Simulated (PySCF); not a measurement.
Species: C7H7ClO.
Structure used (GFN2-xTB), in Å, numbered top down from 1:
```xyz
16
C7H7ClO angstrom
C      2.5542   -0.0122    0.1363
O      1.3427    0.6858    0.2932
C      0.2188   -0.0083    0.0109
C      0.0361   -1.2824   -0.4024
C     -1.3875   -1.5116   -0.5555
C     -2.0685   -0.3935   -0.2428
C     -1.1041    0.6306    0.1369
C     -1.4018    1.8790    0.5161
Cl    -0.2522    3.0509    0.9565
H      3.3463    0.6889    0.3922
H      2.5983   -0.8777    0.8050
H      2.6827   -0.3508   -0.8967
H      0.7853   -2.0259   -0.5969
H     -1.8037   -2.4501   -0.8738
H     -3.1292   -0.2374   -0.2558
H     -2.4252    2.2238    0.5654
```

PySCF, density fitting, gas phase, GFN2-xTB geometry. The standard run uses grid level 2 after a coarse-grid start, the def2-universal JK fitting basis (with tight functions added where the orbital basis needs them), an energy threshold of 1e-9 Eh and DIIS. The changed runs have no coarse-grid stage.

Standard PBE0/pcSseg-1: E = -805.696064 Eh, HOMO -5.807 eV, LUMO -1.901 eV, dipole 1.078 D, 14 cycles (coarse-grid cycles included). What changes at PBE0/pcSseg-1 with: energy threshold 1e-11 Eh?

E = -805.696064 Eh (0.000 mEh), HOMO -5.807 eV (0.000), LUMO -1.901 eV (0.000), dipole 1.078 D (0.000), 15 SCF cycles. The result matches the standard run within 0.02 mEh and 0.003 eV; such settings steer the iterations and don't enter the energy expression.

The cycles:
```
cycle   1  E = -805.6199142868  dE =  1.661e+00  |g| = 5.774e-01  |ddm| = 3.955e+00
cycle   2  E = -805.5306078013  dE =  8.931e-02  |g| = 8.515e-01  |ddm| = 1.394e+00
cycle   3  E = -805.6909601368  dE = -1.604e-01  |g| = 1.359e-01  |ddm| = 8.638e-01
cycle   4  E = -805.6948958129  dE = -3.936e-03  |g| = 6.850e-02  |ddm| = 1.803e-01
cycle   5  E = -805.6959866376  dE = -1.091e-03  |g| = 1.876e-02  |ddm| = 7.283e-02
cycle   6  E = -805.6960551293  dE = -6.849e-05  |g| = 6.091e-03  |ddm| = 1.951e-02
cycle   7  E = -805.6960630383  dE = -7.909e-06  |g| = 2.286e-03  |ddm| = 8.092e-03
cycle   8  E = -805.6960643401  dE = -1.302e-06  |g| = 4.867e-04  |ddm| = 2.948e-03
cycle   9  E = -805.6960643982  dE = -5.816e-08  |g| = 1.555e-04  |ddm| = 7.467e-04
cycle  10  E = -805.6960644059  dE = -7.675e-09  |g| = 5.114e-05  |ddm| = 2.634e-04
cycle  11  E = -805.6960644065  dE = -5.834e-10  |g| = 2.528e-05  |ddm| = 7.023e-05
cycle  12  E = -805.6960644067  dE = -1.560e-10  |g| = 1.150e-05  |ddm| = 3.058e-05
cycle  13  E = -805.6960644067  dE = -3.229e-11  |g| = 5.018e-06  |ddm| = 1.654e-05
cycle  14  E = -805.6960644067  dE = -1.137e-11  |g| = 1.462e-06  |ddm| = 7.011e-06
cycle  15  E = -805.6960644067  dE =  5.002e-12  |g| = 9.080e-07  |ddm| = 1.757e-06
```
